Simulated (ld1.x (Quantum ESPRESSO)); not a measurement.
Which change was made? (Ce, PAW)

```json
{
  "Element": "Ce",
  "Generator": "ld1.x (Quantum ESPRESSO) 7.5",
  "Type": "PAW",
  "Functional": "PBE",
  "Relativity": "scalar-relativistic",
  "Frozen core": "[Kr] 4d10",
  "Valence charge": "12",
  "Reference configuration": "4f1 5s2 5p6 5d1 6s1.5 6p0.5",
  "Partial waves": "5s (bound): rcut 1.95, rcutus 2.00 bohr; 6s (bound): rcut 1.95, rcutus 2.00 bohr; 5p (bound): rcut 2.30, rcutus 2.50 bohr; 6p (bound): rcut 2.30, rcutus 2.50 bohr; 5d (bound): rcut 2.30, rcutus 2.60 bohr; 5d channel at 1.2 Ry: rcut 2.30, rcutus 2.60 bohr; 4f (bound): rcut 1.20, rcutus 1.60 bohr; 4f channel at 3.1 Ry: rcut 1.20, rcutus 1.60 bohr",
  "Local potential": "all-electron potential smoothed inside 2.20 bohr (lloc = -1)",
  "Core correction": "a·sin(br)/r model core inside 0.80 bohr",
  "Augmentation charge": "PSQ, radius 1.20 bohr"
}
```

Cutoffs, loose and tight: the cutoffs (Ry, on a coarse ladder) from which the occupation-weighted sum of valence levels, in a spherical-Bessel basis at the reference potential, stays within 10 and 1 mRy of its value at 400 Ry. They do not see the model core or the augmentation charge, which bear on the density cutoff. Test errors are all-electron minus pseudo excitation energies from the reference, over the configurations 4f1 5s2 5p6 5d1 6s2 6p0; 4f1 5s2 5p6 5d1 6s1 6p0; 4f1 5s2 5p6 5d1 6s0 6p0; 4f1 5s2 5p6 5d1 6s0 6p2; 4f1 5s2 5p6 5d1 6s1 6p1; 4f1 5s1 5p6 5d1 6s2 6p0; 4f1 5s2 5p6 5d0 6s2 6p0; variants that change the core or the reference have their own tests.

The base gives: outcome: generated, overlap not positive; bound ghosts: not determined (overlap not positive); largest test error (meV): -18.

After one change the result is: outcome: generated, overlap not positive; bound ghosts: not determined (overlap not positive); largest test error (meV): +42. Which change was it?
A. waves 5p (bound): rcut 2.30, rcutus 2.88 bohr; 6p (bound): rcut 2.30, rcutus 2.88 bohr
B. local potential all-electron potential smoothed inside 1.35 bohr (lloc = -1)
C. waves 5d (bound): rcut 2.30, rcutus 3.96 bohr; 5d channel at 1.2 Ry: rcut 2.30, rcutus 3.96 bohr

A. The others give: waves 5d (bound): rcut 2.30, rcutus 3.96 bohr; 5d channel at 1.2 Ry: rcut 2.30, rcutus 3.96 bohr → outcome: generated; cutoff, loose: 50 Ry; cutoff, tight: 70 Ry; bound ghosts: none; largest test error (meV): -21 | local potential all-electron potential smoothed inside 1.35 bohr (lloc = -1) → outcome: generated, overlap not positive; bound ghosts: s (p, d not tested, overlap not positive); largest test error (meV): +3.5. A file whose overlap is not positive is unfit for use, and its test errors describe a broken file.
